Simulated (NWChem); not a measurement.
# OsO4; SMILES [O]=[Os](=[O])(=[O])=[O]

Program: NWChem. The geometry was optimised at PBE-D3(BJ)/def2-SVP. def2 effective core potentials on Os; no spin-orbit coupling. Total energies compare along this basis series because the functional is fixed.

```csv
level,basis functions,energy (Ha),highest occupied level (eV),orbital gap (eV),relative time
CAM-B3LYP/def2-SVP,88,-391.1686,-11.89,8.38,1
CAM-B3LYP/def2-SVPD,127,-391.1956,-12.09,8.29,4
CAM-B3LYP/def2-TZVP,164,-391.5710,-11.94,8.37,7
CAM-B3LYP/def2-TZVPP,180,-391.5813,-11.93,8.41,10
```

Relative times are rough (shared machine, one core).
